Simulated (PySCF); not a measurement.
PySCF job for Al(H)(Cl)(Et) (C2H6AlCl), SMILES [CH2](C)[AlH][Cl], PBE0-D3(BJ)/def2-SVP. The structure is a stationary point at PBE0-D3(BJ)/def2-SVP. The structure was generated by enumeration; whether it is a known compound was not checked. The values are those of a single conformer.

```python
import numpy as np
from pyscf import gto, scf, dft, df
from pyscf.hessian import thermo

mol = gto.M(
    atom='''
    Al   -0.16421012   -0.46551149    0.34243128
    H    -0.64709728   -1.88290788    0.85953450
    Cl    0.27442569    0.97294596    1.82948873
    C     0.05174858    0.04378547   -1.53024212
    C    -0.27235294   -1.03759328   -2.56095334
    H     1.08982014    0.40558549   -1.65369538
    H    -0.56877588    0.94421243   -1.69768890
    H    -1.31568273   -1.38317281   -2.48154467
    H     0.36493706   -1.92812587   -2.43815113
    H    -0.13008026   -0.68117657   -3.59419661
    ''',
    basis='def2-SVP',
    charge=0,
    spin=0,
    max_memory=1600,
    verbose=3,
)
mf = dft.RKS(mol, xc='pbe0').density_fit(auxbasis='def2-universal-jkfit')
mf.disp = 'd3bj'
mf.grids.level = 3
mf.conv_tol = 1e-11
mf.max_cycle = 100
mf.kernel()

# [left out here: the lines that compute and print the analytic Hessian (its translational invariance restored by hand, since the grid's response is missing), thermochemistry and intensities]
```

Output:

```
converged SCF energy = -781.879615515773

WARN: DFTD3 does not support analytical Hessian, using finite difference


WARN: Mole.unit (angstrom) is changed to Bohr

Mode                                 0                   1                   2
Irrep
Freq [cm^-1]                       22.9521            111.5246            183.8724
Reduced mass [au]                   2.4136              4.2324              1.1170
Force const [Dyne/A]                0.0007              0.0310              0.0223
Char temp [K]                      33.0229            160.4591            264.5514
Normal mode                   x     y     z       x     y     z       x     y     z
       0  Al                -0.08  0.03 -0.00    0.03  0.09 -0.07    0.00 -0.00 -0.00
       1   H                -0.17  0.06 -0.00    0.02  0.05 -0.15    0.25 -0.08  0.01
       2  Cl                 0.05 -0.02  0.00   -0.01 -0.04  0.06    0.01 -0.00  0.00
       3   C                -0.10  0.03 -0.00    0.01  0.04 -0.08   -0.08  0.03 -0.00
       4   C                 0.12 -0.04  0.00   -0.03 -0.09  0.06    0.03 -0.01  0.00
       5   H                -0.16  0.22  0.02    0.01  0.01 -0.16   -0.07  0.03  0.07
       6   H                -0.26 -0.09 -0.03    0.00  0.02 -0.16   -0.07  0.02 -0.07
       7   H                 0.19 -0.24  0.00   -0.03 -0.08  0.15   -0.10  0.31 -0.36
       8   H                 0.29  0.09  0.01   -0.03 -0.08  0.15   -0.28 -0.18  0.36
       9   H                 0.05 -0.02  0.00   -0.08 -0.23  0.01    0.54 -0.18  0.01
Mode                                 3                   4                   5
Irrep
Freq [cm^-1]                      243.4818            392.8264            515.7697
Reduced mass [au]                   4.1431              1.1369              7.3407
Force const [Dyne/A]                0.1447              0.1034              1.1505
Char temp [K]                     350.3161            565.1898            742.0777
Normal mode                   x     y     z       x     y     z       x     y     z
       0  Al                 0.01  0.04  0.02   -0.06  0.02 -0.00   -0.04 -0.11 -0.04
       1   H                 0.02  0.07  0.13    0.69 -0.23  0.02   -0.05 -0.17 -0.20
       2  Cl                 0.01  0.02  0.08    0.01 -0.00  0.00    0.02  0.07  0.06
       3   C                -0.04 -0.11 -0.06   -0.02  0.01 -0.00    0.02  0.06 -0.07
       4   C                -0.00 -0.03 -0.17    0.01 -0.00 -0.00   -0.00 -0.01 -0.01
       5   H                -0.04 -0.09 -0.05    0.12 -0.29  0.20    0.02  0.04 -0.07
       6   H                -0.02 -0.10 -0.05    0.27  0.16 -0.19    0.01  0.05 -0.07
       7   H                -0.01 -0.03 -0.24    0.06 -0.14  0.06    0.00 -0.00  0.05
       8   H                -0.00 -0.04 -0.24    0.14  0.08 -0.06   -0.00  0.00  0.05
       9   H                 0.04  0.09 -0.12   -0.11  0.03 -0.00   -0.03 -0.09 -0.04
Mode                                 6                   7                   8
Irrep
Freq [cm^-1]                      618.9880            629.0540            677.7553
Reduced mass [au]                   1.3509              3.1586              1.2964
Force const [Dyne/A]                0.3050              0.7364              0.3509
Char temp [K]                     890.5860            905.0686            975.1390
Normal mode                   x     y     z       x     y     z       x     y     z
       0  Al                 0.05 -0.02  0.00   -0.01 -0.02  0.11    0.01  0.02  0.08
       1   H                -0.40  0.14  0.00    0.02  0.06  0.35   -0.07 -0.28 -0.81
       2  Cl                -0.01  0.00 -0.00   -0.01 -0.02 -0.02   -0.00 -0.00 -0.02
       3   C                -0.12  0.04 -0.01    0.04  0.10 -0.13   -0.00  0.00 -0.01
       4   C                -0.00  0.00 -0.00   -0.00 -0.01 -0.04   -0.00 -0.02 -0.03
       5   H                 0.08 -0.41  0.20    0.04  0.09 -0.20   -0.01 -0.00 -0.09
       6   H                 0.31  0.29 -0.20    0.02  0.08 -0.19    0.01 -0.00 -0.09
       7   H                 0.05 -0.19 -0.10   -0.00  0.00  0.07   -0.00 -0.02 -0.05
       8   H                 0.15  0.13  0.11   -0.01 -0.00  0.06   -0.00 -0.02 -0.05
       9   H                 0.07 -0.03 -0.00   -0.06 -0.18 -0.11    0.01  0.02 -0.02
Mode                                 9                  10                  11
Irrep
Freq [cm^-1]                      921.8783            959.2398           1052.6822
Reduced mass [au]                   1.0890              1.1556              3.0750
Force const [Dyne/A]                0.5453              0.6265              2.0077
Char temp [K]                    1326.3776           1380.1325           1514.5754
Normal mode                   x     y     z       x     y     z       x     y     z
       0  Al                -0.01  0.00 -0.00    0.00  0.01  0.00   -0.00 -0.00 -0.01
       1   H                 0.08 -0.03  0.00   -0.00 -0.02 -0.07    0.01  0.02  0.04
       2  Cl                 0.00 -0.00  0.00   -0.00 -0.00  0.00    0.00  0.00 -0.00
       3   C                 0.04 -0.01  0.00    0.00  0.00  0.02    0.04  0.14  0.11
       4   C                -0.06  0.02 -0.00    0.00 -0.00 -0.10   -0.05 -0.14 -0.06
       5   H                 0.01 -0.11 -0.46    0.03  0.09  0.44    0.04  0.13  0.07
       6   H                 0.05  0.09  0.46    0.01  0.09  0.44    0.04  0.13  0.07
       7   H                 0.04 -0.35 -0.27    0.03 -0.02  0.25   -0.06 -0.15 -0.28
       8   H                 0.22  0.26  0.28   -0.05  0.01  0.24   -0.02 -0.16 -0.28
       9   H                 0.24 -0.08  0.01   -0.14 -0.47 -0.29    0.03  0.09  0.03
Mode                                12                  13                  14
Irrep
Freq [cm^-1]                     1219.4660           1236.4514           1394.2365
Reduced mass [au]                   1.6089              1.2814              1.1732
Force const [Dyne/A]                1.4097              1.1542              1.3437
Char temp [K]                    1754.5400           1778.9783           2005.9958
Normal mode                   x     y     z       x     y     z       x     y     z
       0  Al                 0.00  0.00  0.01    0.01 -0.00  0.00    0.00  0.00 -0.00
       1   H                -0.01 -0.03 -0.03   -0.02  0.01 -0.00    0.00  0.00 -0.01
       2  Cl                -0.00 -0.00 -0.00   -0.00  0.00 -0.00   -0.00  0.00  0.00
       3   C                 0.01  0.01 -0.16    0.08 -0.03  0.00    0.01  0.03 -0.00
       4   C                -0.01 -0.04  0.07   -0.11  0.03 -0.00    0.02  0.08  0.07
       5   H                 0.08 -0.02  0.44    0.02  0.28  0.42    0.11 -0.30  0.03
       6   H                -0.10  0.04  0.44   -0.13 -0.25 -0.42   -0.27 -0.17  0.02
       7   H                -0.06  0.05 -0.16   -0.01 -0.28 -0.14    0.10 -0.30 -0.34
       8   H                 0.08  0.00 -0.16    0.15  0.24  0.15   -0.24 -0.18 -0.35
       9   H                 0.08  0.26  0.19    0.21 -0.07  0.01   -0.13 -0.41 -0.14
Mode                                15                  16                  17
Irrep
Freq [cm^-1]                     1417.7981           1469.7847           1481.2182
Reduced mass [au]                   1.1350              1.0410              1.0347
Force const [Dyne/A]                1.3443              1.3249              1.3375
Char temp [K]                    2039.8958           2114.6930           2131.1433
Normal mode                   x     y     z       x     y     z       x     y     z
       0  Al                -0.00 -0.00  0.00   -0.00 -0.00  0.00    0.00 -0.00  0.00
       1   H                 0.00  0.01  0.00   -0.00 -0.01  0.01   -0.00  0.00 -0.00
       2  Cl                -0.00 -0.00  0.00    0.00  0.00 -0.00   -0.00  0.00 -0.00
       3   C                -0.02 -0.07 -0.02    0.00  0.01 -0.02    0.02 -0.01  0.00
       4   C                 0.01  0.03  0.06    0.01  0.03 -0.04    0.04 -0.01  0.00
       5   H                -0.22  0.55 -0.01    0.01  0.02  0.03    0.01  0.04  0.05
       6   H                 0.50  0.32  0.01    0.01  0.02  0.03   -0.01 -0.04 -0.05
       7   H                 0.04 -0.15 -0.21    0.21 -0.53  0.25   -0.02  0.02 -0.50
       8   H                -0.11 -0.10 -0.21   -0.49 -0.31  0.23   -0.06  0.00  0.50
       9   H                -0.06 -0.18 -0.03    0.12  0.38  0.12   -0.64  0.21 -0.02
Mode                                18                  19                  20
Irrep
Freq [cm^-1]                     1956.2244           3037.8916           3044.4497
Reduced mass [au]                   1.0439              1.0602              1.0395
Force const [Dyne/A]                2.3538              5.7646              5.6766
Char temp [K]                    2814.5713           4370.8497           4380.2852
Normal mode                   x     y     z       x     y     z       x     y     z
       0  Al                 0.01  0.03 -0.01   -0.00 -0.00 -0.00   -0.00 -0.00  0.00
       1   H                -0.30 -0.87  0.33    0.00  0.00  0.00    0.00  0.00 -0.00
       2  Cl                 0.00  0.00 -0.00    0.00  0.00  0.00   -0.00 -0.00 -0.00
       3   C                 0.00  0.00  0.00   -0.02 -0.06  0.01    0.00  0.02 -0.00
       4   C                 0.00  0.00  0.00   -0.00 -0.00 -0.01   -0.01 -0.03 -0.04
       5   H                -0.00  0.00 -0.01    0.63  0.20 -0.07   -0.14 -0.05  0.02
       6   H                 0.00  0.00 -0.01   -0.39  0.53 -0.10    0.09 -0.12  0.02
       7   H                 0.00  0.00 -0.00    0.09  0.03 -0.01    0.51  0.16 -0.05
       8   H                -0.00  0.00 -0.00   -0.06  0.08 -0.02   -0.32  0.43 -0.07
       9   H                -0.00 -0.01 -0.00   -0.02 -0.06  0.17   -0.08 -0.20  0.53
Mode                                21                  22                  23
Irrep
Freq [cm^-1]                     3083.9331           3128.8936           3135.3241
Reduced mass [au]                   1.0987              1.1039              1.1030
Force const [Dyne/A]                6.1564              6.3674              6.3885
Char temp [K]                    4437.0932           4501.7812           4511.0333
Normal mode                   x     y     z       x     y     z       x     y     z
       0  Al                 0.00 -0.00  0.00   -0.00 -0.00 -0.00   -0.00  0.00 -0.00
       1   H                 0.00 -0.00  0.00    0.00  0.00  0.00   -0.00  0.00 -0.00
       2  Cl                -0.00  0.00 -0.00    0.00  0.00 -0.00    0.00 -0.00  0.00
       3   C                 0.08 -0.03  0.00   -0.00 -0.00  0.00   -0.01  0.00 -0.00
       4   C                -0.01  0.00 -0.00   -0.02 -0.06  0.06   -0.08  0.03 -0.00
       5   H                -0.62 -0.22  0.09    0.04  0.02 -0.01    0.11  0.04 -0.01
       6   H                -0.36  0.54 -0.11   -0.02  0.04 -0.01    0.06 -0.09  0.02
       7   H                 0.11  0.04 -0.01    0.39  0.12 -0.02    0.62  0.21 -0.06
       8   H                 0.06 -0.09  0.02   -0.25  0.32 -0.04    0.38 -0.53  0.08
       9   H                -0.00  0.00 -0.00    0.10  0.25 -0.70   -0.02  0.01 -0.00
temperature 298.1500 [K]
pressure 101325.00 [Pa]
Rotational constants [GHz] 17.54387 1.66501 1.54968
Symmetry number 1
Zero-point energy (ZPE) 0.07275 [Eh]   191017.882 [J/mol]
                           tot       elec      trans        rot        vib
Entropy [J/mol/K]       346.157      0.000    165.208    110.312     70.637
Cv [J/mol/K]             88.014      0.000     12.472     12.472     63.070
Cp [J/mol/K]             96.328      0.000     20.786     12.472     63.070
Internal energy [J/mol]                      3718.434   3718.434 201026.819
Internal energy [Eh]   -781.80022  -781.87962
Enthalpy [J/mol]                             6197.391   3718.434 201026.819
Enthalpy [Eh]          -781.79927
Gibbs free energy [J/mol]                  -43059.366 -29171.206 179966.365
Gibbs free energy [Eh] -781.83858
static polarisability / bohr^3: [[42.77   3.737  1.338]
 [ 3.732 53.329  5.805]
 [ 1.339  5.807 63.792]]
largest difference of analytic and finite-field dipole derivatives / e: 0.000892409749457368
mode   freq/cm-1   IR/(km/mol)   Raman/(A^4/amu)   depolarisation
   1       22.95         0.447             0.112            0.750
   2      111.52         3.087             0.874            0.750
   3      183.87         2.123             0.250            0.750
   4      243.48         5.336             3.510            0.407
   5      392.83        46.853             1.503            0.750
   6      515.77        49.828            11.628            0.165
   7      618.99        98.507             2.110            0.749
   8      629.05        15.222            12.615            0.303
   9      677.76       267.782             6.767            0.749
  10      921.88         4.793             0.105            0.750
  11      959.24        15.724             2.512            0.407
  12     1052.68        24.630             4.435            0.465
  13     1219.47         4.886             8.248            0.160
  14     1236.45         2.348             1.794            0.750
  15     1394.24         7.076             6.695            0.709
  16     1417.80         3.377             8.054            0.744
  17     1469.78         3.564            16.152            0.740
  18     1481.22         7.932            19.152            0.750
  19     1956.22       179.390           160.809            0.134
  20     3037.89        18.567            70.690            0.237
  21     3044.45        28.486           188.579            0.005
  22     3083.93         3.114           103.103            0.750
  23     3128.89        19.141           111.403            0.684
  24     3135.32        20.860            42.735            0.750
max |gradient| / (hartree/bohr): 3.495043951696195e-05
APT charges: [ 1.3167 -0.3728 -0.5995 -0.3439  0.0773 -0.0086 -0.0087 -0.011  -0.0111
 -0.0383]
```

The calculation finished and met its thresholds.

Cost: around 2.7 core-minutes (rough).
